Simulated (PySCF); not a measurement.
**How methods differ on the interval between two levels of Tc³⁺**

Tc³⁺ [Kr] 4d4 [5D4, M_J = 4] → Tc³⁺ [Kr] 4d3 5s1 [5F5, M_J = 5], as a difference of total energies. Calculation: PySCF 2.14, in x2c-TZVPall-2c (8s9p7d1f, 77 functions); the two-component X2C-1e Hamiltonian. Correlated levels: [Ar] 3d10 frozen; the 6 highest virtual spinors dropped. "Screened" scales the spin-orbit matrix elements by Boettger's factors to mimic the two-electron term; Breit and QED terms are absent.

| method | interval between two levels (cm⁻¹) |
| --- | --- |
| GHF (spin-free) | 73991 |
| GMP2 (spin-free) | 72290 |
| GHF (screened spin-orbit) | 74584 |
| GMP2 (screened spin-orbit) | 72917 |

The labels give the starting determinants; with spin-orbit coupling the two ends relaxed to ⟨J²⟩ = 20.01, ⟨L²⟩ = 6.07, ⟨S²⟩ = 5.97 and ⟨J²⟩ = 30.01, ⟨L²⟩ = 12.11, ⟨S²⟩ = 5.96.
